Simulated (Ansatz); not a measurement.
**Reading a saddle point**

A first-order saddle point of SnSiH$_{8}$S, singlet, PBE0-D4/def2-TZVP, with one imaginary mode of 1266i cm⁻¹:

Sn1  (-1.210, 0.013, -0.766)
Si2  (1.171, -0.924, 0.620)
H3  (-0.642, -1.440, -1.523)
H4  (-2.529, -0.337, 0.243)
H5  (-1.487, 1.095, -2.056)
H6  (0.241, 0.661, 0.722)
S7  (-0.505, 2.186, 0.792)
H8  (2.038, -0.545, 1.773)
H9  (2.029, -1.077, -0.587)
H10  (0.523, -2.229, 0.925)
H11  (0.370, 2.597, -0.141)
(Å)

Computed with Ansatz 0.2.0 (basis: def2-TZVPP and def2-QZVPP); correlated methods freeze the cores. Filled d shells of the heavier atoms are correlated. Core potentials replace the inner electrons of the atoms past krypton. The def2 sets are not built for correlating such inner shells, so the correlated values are less sure here. Extrapolation: Hartree–Fock as exp(−7.88 √X), correlation as X^−2.97.

(1) Which contacts change along the imaginary mode, and what lies on either side? (Judge from chemistry; the calculation decides.)

(2) Which side is lower, and how far does the saddle lie above each? (Judge from chemistry; the value comes from the calculation.)

No T1 diagnostic of these runs exceeds 0.016. The start structure is not quite a true minimum (one mode of 33i cm⁻¹).

Answers

(1) The calculation gives: The step is SnSiH₆ ([SiH3][SnH3]) + H₂S → SnH₄S ([SH][SnH3]) + SiH₄, with the molecules in contact on both sides. Shortening one way: Sn1–S7, Si2–H6; lengthening the same way: Sn1–Si2, H6–S7.
```json
{"pair": "Sn1–S7", "one side (Å)": "3.90", "saddle (Å)": "2.77", "other side (Å)": "2.40"}
{"pair": "Si2–H6", "one side (Å)": "3.99", "saddle (Å)": "1.84", "other side (Å)": "1.48"}
{"pair": "Sn1–Si2", "one side (Å)": "2.56", "saddle (Å)": "2.91", "other side (Å)": "4.19"}
{"pair": "H6–S7", "one side (Å)": "1.34", "saddle (Å)": "1.70", "other side (Å)": "3.81"}
```

(2) Computed: The side with Sn1–S7, Si2–H6 short is lower by 7.57 kcal/mol; the saddle lies 57.06 kcal/mol above it and 49.49 kcal/mol above the other (CCSD(T) at an estimated basis limit (MP2 extrapolated from triple and quadruple zeta, plus CCSD(T) − MP2 in triple zeta); electronic energies).

Labels in which every atom is bracketed show which atoms are joined, not bond orders.

For scale, one of the runs: CCSD(T)/def2-TZVPP, 246 basis functions, launched by `ansatz run in.yaml --threads 4 --pin off --events-out ev --progress --plain --max-ram 9574MiB`. Time: 2.7 min of wall clock on 4 CPU threads of an Intel Xeon; the host was shared. Peak host memory: 5 GiB.
